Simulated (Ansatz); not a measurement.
A short molecular-dynamics run on C₄H₁₀F₃NSn (`CC(C)(C)[NH][Sn]([F])([F])[F]`).

```yaml
crystal:
  periodic: [false, false, false]
  atoms:
    - {symbol: C, position_ang: [-0.945484, -1.118943, -0.173835]}
    - {symbol: C, position_ang: [0.134207, -0.274389, 0.485550]}
    - {symbol: C, position_ang: [-0.499863, 0.786995, 1.379848]}
    - {symbol: C, position_ang: [1.067266, -1.163513, 1.302289]}
    - {symbol: N, position_ang: [0.953465, 0.327417, -0.581403]}
    - {symbol: Sn, position_ang: [0.063780, 1.141800, -2.153599]}
    - {symbol: F, position_ang: [-1.609241, 2.005227, -1.877840]}
    - {symbol: F, position_ang: [-0.320219, -0.100781, -3.527246]}
    - {symbol: F, position_ang: [1.211336, 2.431831, -2.936702]}
    - {symbol: H, position_ang: [-1.529447, -1.651969, 0.578003]}
    - {symbol: H, position_ang: [-1.658315, -0.496016, -0.731078]}
    - {symbol: H, position_ang: [-0.508436, -1.850381, -0.856516]}
    - {symbol: H, position_ang: [-1.075994, 0.327452, 2.186740]}
    - {symbol: H, position_ang: [0.268748, 1.417750, 1.834748]}
    - {symbol: H, position_ang: [-1.174533, 1.428182, 0.805679]}
    - {symbol: H, position_ang: [0.519905, -1.651837, 2.111504]}
    - {symbol: H, position_ang: [1.517889, -1.928946, 0.668751]}
    - {symbol: H, position_ang: [1.870554, -0.572895, 1.750970]}
    - {symbol: H, position_ang: [1.672480, 0.938516, -0.209765]}
basis:
  gaussian: {orbitals: def2-SVP}
hamiltonian: {xc: {name: revPBE}}
md: {timestep: 2 fs, n_steps: 30, ensemble: nvt_nose_hoover, temperature: 700, initial_velocities: maxwell_boltzmann, seed: 143}
```

```sh
$ ansatz run in.yaml --threads 4 --pin off --events-out ev --progress --plain --max-ram 46080MiB --backend cuda --devices 0, --max-vram 37GiB
```

```csv
step,time (fs),potential energy (eV),kinetic (eV),T (K),conserved (eV)
0,0.0,-19771.2983,1.5382,700,-19769.7601
1,2.0,-19770.7624,1.1886,541,-19769.5739
2,4.0,-19770.6817,1.0261,467,-19769.6559
3,6.0,-19770.2609,0.6817,310,-19769.5798
4,8.0,-19770.5105,0.8944,407,-19769.6174
5,10.0,-19770.7908,1.1421,520,-19769.6512
6,12.0,-19770.9622,1.2568,572,-19769.7097
7,14.0,-19770.8247,1.1493,523,-19769.6817
8,16.0,-19770.6073,0.9586,436,-19769.6569
9,18.0,-19770.5428,0.8628,393,-19769.6901
10,20.0,-19770.5348,0.9215,419,-19769.6256
11,22.0,-19770.6458,1.0240,466,-19769.6368
12,24.0,-19770.4967,0.8907,405,-19769.6239
13,26.0,-19770.5349,0.9018,410,-19769.6541
14,28.0,-19770.1699,0.6123,279,-19769.5814
15,30.0,-19770.4416,0.7617,347,-19769.7067
16,32.0,-19770.4076,0.7807,355,-19769.6573
17,34.0,-19770.4798,0.8624,392,-19769.6520
18,36.0,-19770.7253,1.0439,475,-19769.7212
19,38.0,-19770.2577,0.7270,331,-19769.5757
20,40.0,-19770.4817,0.8403,382,-19769.6912
21,42.0,-19770.3361,0.7226,329,-19769.6685
22,44.0,-19770.2736,0.7205,328,-19769.6133
23,46.0,-19770.6103,0.9399,428,-19769.7368
24,48.0,-19770.2172,0.7020,319,-19769.5881
25,50.0,-19770.3162,0.7693,350,-19769.6260
26,52.0,-19770.2622,0.7153,326,-19769.6326
27,54.0,-19770.2786,0.7966,363,-19769.5746
28,56.0,-19770.5680,1.0071,458,-19769.6623
29,58.0,-19770.5814,0.9921,451,-19769.7007
30,60.0,-19770.3373,0.8250,375,-19769.6330
```

Velocities are drawn at the set temperature; a run this short doesn't reach equilibrium.

Frames (Å, forces in eV/Å):

```xyz
19
time=0.0 fs
C    -0.945   -1.119   -0.174   -0.098   -0.058   -0.024
C     0.134   -0.274    0.486    0.025    0.033   -0.036
C    -0.500    0.787    1.380   -0.052    0.037    0.040
C     1.067   -1.164    1.302    0.025   -0.044    0.034
N     0.953    0.327   -0.581    0.386   -0.588    0.224
Sn    0.064    1.142   -2.154    0.272   -0.146    0.502
F    -1.609    2.005   -1.878   -1.381    0.688    0.236
F    -0.320   -0.101   -3.527   -0.299   -1.029   -1.127
F     1.211    2.432   -2.937    0.928    1.026   -0.614
H    -1.529   -1.652    0.578   -0.329   -0.300    0.359
H    -1.658   -0.496   -0.731   -0.322    0.276   -0.252
H    -0.508   -1.850   -0.857    0.185   -0.384   -0.357
H    -1.076    0.327    2.187   -0.310   -0.182    0.447
H     0.269    1.418    1.835    0.363    0.346    0.259
H    -1.175    1.428    0.806   -0.322    0.333   -0.271
H     0.520   -1.652    2.112   -0.238   -0.270    0.433
H     1.518   -1.929    0.669    0.261   -0.406   -0.298
H     1.871   -0.573    1.751    0.428    0.266    0.246
H     1.672    0.939   -0.210    0.478    0.402    0.199
19
time=6.0 fs
C    -0.974   -1.089   -0.241    0.498   -2.180    1.183
C     0.126   -0.216    0.491    0.424   -3.706   -2.872
C    -0.467    0.750    1.329   -1.239    3.377    4.349
C     1.048   -1.152    1.271    1.839    0.135    2.275
N     0.953    0.336   -0.564    3.594    1.867    0.048
Sn    0.050    1.153   -2.155    1.243   -1.513   -0.152
F    -1.592    2.002   -1.836   -2.106    1.041    0.279
F    -0.293   -0.193   -3.513   -0.093   -0.024   -0.214
F     1.240    2.425   -2.918    0.782    0.912   -0.619
H    -1.454   -1.767    0.550   -0.267    1.227   -0.456
H    -1.721   -0.451   -0.770    0.039   -0.446    0.000
H    -0.529   -1.976   -0.823   -0.208    1.547   -0.245
H    -1.088    0.271    2.135    0.440    0.059   -0.031
H     0.423    1.275    1.853   -1.345   -0.079   -0.333
H    -1.198    1.509    0.943    0.652   -0.225   -0.561
H     0.622   -1.689    2.160   -0.530    0.007   -0.640
H     1.607   -1.882    0.651   -0.204    0.118   -0.126
H     1.849   -0.543    1.870   -0.764   -0.471   -1.163
H     1.864    0.945   -0.236   -2.754   -1.644   -0.722
19
time=12.0 fs
C    -0.989   -1.096   -0.278    0.323    1.330    0.414
C     0.124   -0.248    0.428   -0.218   -0.600    0.274
C    -0.468    0.781    1.373   -1.482   -0.499   -0.379
C     1.063   -1.143    1.284   -0.958   -2.273   -1.401
N     0.989    0.359   -0.561   -0.854   -0.632   -1.649
Sn    0.040    1.160   -2.156    1.427   -1.638   -0.753
F    -1.611    2.016   -1.790   -1.503    0.738    0.120
F    -0.267   -0.286   -3.503    0.017    0.851    0.543
F     1.283    2.435   -2.909    0.190    0.378   -0.356
H    -1.528   -1.618    0.494   -0.568   -0.726    0.678
H    -1.777   -0.514   -0.818    0.346    0.234    0.086
H    -0.540   -1.789   -0.961    0.421   -0.894   -0.777
H    -1.027    0.215    2.131   -0.549    0.240    0.344
H     0.344    1.228    1.875    1.415    1.183    1.040
H    -1.085    1.575    0.893   -0.037   -0.306    0.014
H     0.542   -1.763    2.069    0.154    0.331   -0.499
H     1.653   -1.818    0.585   -0.525    0.274    0.612
H     1.769   -0.532    1.767    1.443    1.241    1.086
H     1.807    0.843   -0.262    0.959    0.768    0.601
19
time=18.0 fs
C    -0.994   -1.095   -0.303   -0.102   -0.287   -0.674
C     0.122   -0.299    0.372    0.761    1.979    2.743
C    -0.486    0.816    1.433    1.577   -0.741   -0.228
C     1.074   -1.160    1.279    0.420    2.061   -0.674
N     1.024    0.375   -0.589   -1.540   -1.372   -0.709
Sn    0.034    1.163   -2.160    0.920   -0.678   -1.178
F    -1.656    2.044   -1.742   -0.274    0.084   -0.199
F    -0.242   -0.364   -3.484    0.030    1.344    0.880
F     1.329    2.451   -2.908   -0.463   -0.197   -0.081
H    -1.668   -1.572    0.482    0.937   -0.327   -0.839
H    -1.751   -0.491   -0.851    0.131    0.661    0.109
H    -0.536   -1.697   -1.168   -0.616   -0.271    1.318
H    -1.093    0.264    2.195   -0.191    0.546   -0.285
H     0.368    1.366    2.018   -1.073   -0.893   -0.952
H    -1.005    1.575    0.831   -0.628    0.157    0.195
H     0.464   -1.783    1.918   -0.097   -0.320    1.032
H     1.632   -1.777    0.602    0.828   -0.972   -0.550
H     1.827   -0.408    1.779   -1.262   -1.511   -0.298
H     1.810    0.855   -0.196    0.642    0.739    0.389
19
time=24.0 fs
C    -0.999   -1.085   -0.344    0.260    1.298    0.077
C     0.137   -0.301    0.387    0.194    1.128    1.608
C    -0.483    0.826    1.472   -1.609   -0.884   -2.676
C     1.083   -1.163    1.243   -0.968   -2.611   -0.623
N     1.039    0.366   -0.628    1.659    0.713    2.758
Sn    0.031    1.163   -2.167    0.153    0.214   -1.429
F    -1.708    2.073   -1.697    0.683   -0.419   -0.484
F    -0.215   -0.418   -3.449    0.013    1.547    0.840
F     1.367    2.465   -2.908   -0.890   -0.562    0.092
H    -1.623   -1.686    0.327   -0.239    0.059    0.457
H    -1.654   -0.300   -0.827   -0.028   -0.560    0.200
H    -0.643   -1.773   -1.117    0.419   -0.104   -0.349
H    -1.240    0.453    2.199    0.324   -0.442   -0.083
H     0.271    1.368    2.008    1.106    0.427    0.487
H    -1.072    1.568    0.851    0.425   -0.266    0.296
H     0.447   -1.802    1.954    0.706    0.572   -0.563
H     1.722   -1.885    0.611   -0.672    0.830    0.648
H     1.713   -0.536    1.845    0.860    0.589    0.614
H     1.817    1.005   -0.078   -2.396   -1.531   -1.871
19
time=30.0 fs
C    -0.996   -1.053   -0.379    0.906   -0.262    1.524
C     0.157   -0.271    0.444   -0.928   -0.243   -0.838
C    -0.499    0.817    1.454    0.967   -0.107   -0.493
C     1.077   -1.203    1.204    0.678    1.347    2.348
N     1.052    0.345   -0.629   -1.083   -0.723    0.937
Sn    0.028    1.164   -2.178   -0.286    0.304   -0.978
F    -1.747    2.096   -1.661    1.267   -0.692   -0.661
F    -0.189   -0.444   -3.399   -0.064    1.414    0.467
F     1.389    2.468   -2.906   -1.044   -0.672    0.171
H    -1.600   -1.739    0.260   -0.238    0.729    0.392
H    -1.607   -0.226   -0.776   -0.596   -0.344   -0.411
H    -0.650   -1.824   -1.106    0.449    0.871   -0.367
H    -1.283    0.504    2.177    0.439   -0.807    0.114
H     0.323    1.367    2.018   -0.610   -0.466   -0.378
H    -1.075    1.559    0.897    0.036    0.525   -0.706
H     0.534   -1.757    1.947   -1.024   -0.991    0.531
H     1.730   -1.878    0.686    0.471   -0.573   -1.070
H     1.723   -0.621    1.949   -0.119   -0.116   -1.010
H     1.581    1.091   -0.203    0.781    0.807    0.428
19
time=36.0 fs
C    -0.972   -1.020   -0.375    0.041   -0.209    0.852
C     0.153   -0.246    0.481   -0.660   -0.836   -2.008
C    -0.507    0.803    1.409    0.955    0.327    0.183
C     1.080   -1.240    1.218    0.199   -0.396    1.496
N     1.048    0.322   -0.602   -0.104    1.314    0.568
Sn    0.025    1.166   -2.192   -0.498    0.426    0.032
F    -1.764    2.105   -1.636    1.466   -0.734   -0.785
F    -0.163   -0.446   -3.340   -0.178    0.806   -0.181
F     1.393    2.459   -2.901   -0.930   -0.553    0.103
H    -1.649   -1.601    0.320    0.603   -0.084   -0.513
H    -1.699   -0.290   -0.824    0.392    0.040    0.046
H    -0.510   -1.642   -1.212   -0.492    0.355    0.966
H    -1.182    0.321    2.162    0.031    0.261   -0.394
H     0.321    1.300    1.996   -0.474   -0.123   -0.178
H    -1.011    1.612    0.809   -0.058   -0.581    0.359
H     0.457   -1.881    1.937    0.647    0.449   -0.698
H     1.726   -1.899    0.562   -0.778    0.450    0.202
H     1.807   -0.659    1.874   -0.482   -0.372   -0.450
H     1.481    1.219   -0.278    0.319   -0.539    0.399
19
time=42.0 fs
C    -0.944   -0.978   -0.343   -0.470    0.882    0.473
C     0.133   -0.243    0.466    0.723   -0.361   -0.473
C    -0.493    0.788    1.365    0.205   -0.439    0.329
C     1.082   -1.280    1.258   -1.466    0.211   -2.596
N     1.040    0.321   -0.562    1.324    3.472    0.185
Sn    0.020    1.169   -2.206   -0.249    0.870    1.420
F    -1.755    2.102   -1.626    1.327   -0.659   -0.829
F    -0.140   -0.433   -3.284   -0.300   -0.095   -0.885
F     1.380    2.441   -2.895   -0.606   -0.238   -0.122
H    -1.591   -1.544    0.310   -0.265   -1.188    0.322
H    -1.693   -0.334   -0.863    0.236    0.653    0.319
H    -0.445   -1.457   -1.155    0.343   -1.593   -0.721
H    -1.098    0.193    2.062   -0.817    0.413    0.298
H     0.270    1.255    1.978    0.627    0.574    0.475
H    -1.005    1.559    0.772   -0.547    0.032    0.122
H     0.466   -1.979    1.827   -0.041   -0.137    0.740
H     1.549   -1.844    0.420    0.168   -0.137    0.401
H     1.846   -0.725    1.767    0.698    0.353    0.940
H     1.513    1.295   -0.211   -0.891   -2.614   -0.400
19
time=48.0 fs
C    -0.929   -0.937   -0.307   -0.748   -3.659   -1.543
C     0.134   -0.251    0.438    1.751   -0.102    1.533
C    -0.471    0.767    1.339   -0.647    1.054    2.568
C     1.050   -1.310    1.247    0.847    1.354   -0.061
N     1.042    0.364   -0.530   -1.983   -2.353   -2.757
Sn    0.014    1.175   -2.216    0.299    0.894    2.604
F    -1.721    2.087   -1.630    0.862   -0.464   -0.764
F    -0.123   -0.421   -3.244   -0.358   -0.731   -1.346
F     1.356    2.418   -2.891   -0.156    0.213   -0.435
H    -1.510   -1.733    0.290    0.285    1.254   -0.424
H    -1.610   -0.205   -0.802   -0.217   -0.282    0.187
H    -0.407   -1.598   -1.112   -0.862    0.936    0.739
H    -1.206    0.228    2.007    0.461    0.364    0.094
H     0.294    1.326    2.028   -1.076   -0.695   -1.047
H    -1.127    1.484    0.796    0.411    0.172   -0.076
H     0.514   -2.048    1.885   -0.105    0.481    0.109
H     1.443   -1.853    0.387    0.763   -0.647   -0.077
H     1.957   -0.791    1.829   -1.803   -0.931   -1.030
H     1.528    1.049   -0.081    2.277    3.142    1.723
19
time=54.0 fs
C    -0.931   -0.965   -0.304    0.008    0.693    0.178
C     0.177   -0.263    0.448   -0.306   -0.340    0.746
C    -0.478    0.765    1.364   -2.326   -0.544   -0.748
C     1.022   -1.324    1.209   -1.301   -2.200   -1.806
N     1.042    0.409   -0.525    1.335    0.808    0.652
Sn    0.009    1.183   -2.219    0.795    0.179    2.975
F    -1.672    2.063   -1.648   -0.032    0.004   -0.532
F    -0.112   -0.422   -3.227   -0.358   -0.812   -1.311
F     1.328    2.398   -2.895    0.347    0.700   -0.761
H    -1.457   -1.698    0.268   -1.144   -0.346    1.252
H    -1.590   -0.157   -0.682   -0.465   -0.480   -0.318
H    -0.519   -1.614   -1.034    0.710   -0.524   -1.817
H    -1.237    0.340    2.032    0.038   -0.558    0.612
H     0.194    1.328    1.932    1.674    1.295    1.337
H    -1.137    1.460    0.792    0.529    0.090   -0.263
H     0.519   -1.971    1.983   -0.473    0.339   -0.702
H     1.513   -2.003    0.432   -0.542    0.423    0.680
H     1.805   -0.956    1.763    2.598    1.778    1.512
H     1.693    1.032    0.082   -1.085   -0.505   -1.684
19
time=60.0 fs
C    -0.939   -1.010   -0.307   -0.824   -0.148   -0.045
C     0.215   -0.281    0.477   -1.531    0.789   -1.445
C    -0.519    0.767    1.400    1.891    0.613    1.189
C     1.001   -1.362    1.161    2.410    1.751    2.949
N     1.049    0.456   -0.524    1.369    0.792    0.761
Sn    0.006    1.192   -2.213    1.749   -1.328    2.470
F    -1.624    2.040   -1.677   -1.273    0.664   -0.166
F    -0.107   -0.436   -3.234   -0.344   -0.269   -0.933
F     1.307    2.391   -2.913    0.597    0.958   -0.913
H    -1.591   -1.595    0.442    0.944    0.094   -0.984
H    -1.703   -0.254   -0.651    0.430   -0.158   -0.147
H    -0.571   -1.595   -1.228   -0.452    0.308    1.325
H    -1.199    0.333    2.190    0.207    0.232   -0.591
H     0.267    1.444    1.964   -1.029   -1.162   -0.673
H    -1.010    1.479    0.710   -0.461   -0.119    0.244
H     0.367   -1.823    1.926   -0.202   -0.411    0.274
H     1.497   -2.119    0.572    0.047   -0.517   -0.953
H     1.896   -0.864    1.793   -1.498   -0.829   -1.041
H     1.814    1.099   -0.031   -2.030   -1.261   -1.321
```

Run time 59 s (4 threads of an AMD EPYC 7R13 on a shared host and a share of an NVIDIA H100 80 GB); peak host memory 0.88 GiB.
